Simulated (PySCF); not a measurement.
# RbBe⁺: energy against distance

Set-up: PySCF, spin-free X2C with a Gaussian nucleus, basis sets Rb x2c-SVPall, Be x2c-SVPall. Energies in eV from Rb⁺ + Be in their ground configurations at the same level. State: ¹Σ⁺ (singlet), closed shell.

```csv
R (Å),RHF-CCSD,ωB97X
3.167,,-0.1391
3.314,-0.0438,-0.1898
3.461,-0.0868,-0.2156
3.571,-0.1071,-0.2234
3.682,-0.1200,-0.2242
3.792,-0.1270,-0.2200
3.940,-0.1299,-0.2092
4.124,-0.1264,-0.1910
4.345,-0.1164,-0.1666
4.639,,-0.1350
```

**Question.** Put a parabola through the three lowest points of the RHF-CCSD curve and estimate Re, k and ωe (reduced mass 8.147 u; 1 eV/Å² = 0.16022 mdyn/Å; ωe = 1302.8·√(k/μ) cm⁻¹).

**Answer.** Through R = 3.792, 3.94, 4.124 Å the second-order coefficient is 0.116 eV/Å², so Re ≈ 3.950 Å, k ≈ 0.0373 mdyn/Å and ωe ≈ 88 cm⁻¹. A polynomial fit of higher order to the unrounded RHF-CCSD energies gives Re = 3.937 Å, k = 0.0380 mdyn/Å, ωe = 89.0 cm⁻¹; anharmonicity and rounding make the difference.

The higher-order fit for each curve: RHF-CCSD: Re = 3.937 Å, ωe = 89.0 cm⁻¹, De = 0.130 eV; ωB97X: Re = 3.641 Å, ωe = 124 cm⁻¹, De = 0.225 eV.

Correlated steps freeze 9 core orbitals. Closed-shell solutions of metal pairs were not tested for spin polarisation, which can lower them a little. The bond is weak. Basis-set superposition, not corrected here, can be much of De in a small basis, most of all at correlated wavefunction levels. For an ion De counts to the pair picked by the measured ionisation energies or electron affinities, which need not be the lowest pair at this level.
